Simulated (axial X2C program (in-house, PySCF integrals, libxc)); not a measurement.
# Testing model relations on LiZn⁻

A bond curve at the PBE0 level, 2c, was computed with an in-house relativistic program for diatomic molecules (basis Zn dyall-acv3z [10s11p7d4f2g], Li dyall-av3z [9s9p3d] (cores contracted in-house)) for the state Ω = 0 (closed shell). Its fit gives Re = 3.3747 Å, ωe = 99.7 cm⁻¹, ωexe = 1.76 cm⁻¹ and αe = 7.184e-03 cm⁻¹; the masses are 63.9291 and 7.0160 u. Two-component means X2C with spin–orbit coupling and atomic mean-field Coulomb and Gaunt terms.

Question: Find the reduced mass, Be and the force constant.

Answer: From the PBE0 values: μ = 6.3222 u. Be = 16.8576/(μ Re²) = 0.2341 cm⁻¹. k = 5.8918×10⁻⁷ μ ωe² = 0.037 mdyn/Å.

Question: A Morse curve ties αe to the other constants (Pekeris). How well does that hold?

Answer: αe(Morse) = 6Be²/ωe × (√(ωexe/Be) − 1) = 5.746e-03 cm⁻¹; the PBE0 curve gives 7.184e-03 cm⁻¹, a ratio of 0.80.

Question: Give B0, the J = 1←0 line in GHz and the most populated J at 300 K (kT = 208.5 cm⁻¹).

Answer: B0 = Be − αe/2 = 0.2305 cm⁻¹; 2B0 = 13.82 GHz; J(max) ≈ √(kT/2B0) − 1/2 = 20.8, so J = 21.

Question: Where do the fundamental and the first overtone lie?

Answer: ν(1←0) = ωe − 2ωexe = 96.2 cm⁻¹; ν(2←0) = 2ωe − 6ωexe = 188.8 cm⁻¹.

Question: Estimate the centrifugal constant by the Kratzer relation.

Answer: D = 4Be³/ωe² = 5.16e-06 cm⁻¹.

The state is a single determinant with fixed occupations, the lowest that a limited PBE0 search found. Other states lie close and PBE0, whose exact exchange favours high spin, may order them wrongly; the determinant shown need not be the ground state. The nearest other 2c determinant of the search, Ω = 1, lies 0.38 eV up at the distance of the search. The highest occupied level of some functionals is positive through self-interaction error; at Hartree–Fock it is bound. The levels of this run spread widely (ωe from 72 to 101 cm⁻¹), so these constants depend on the method.
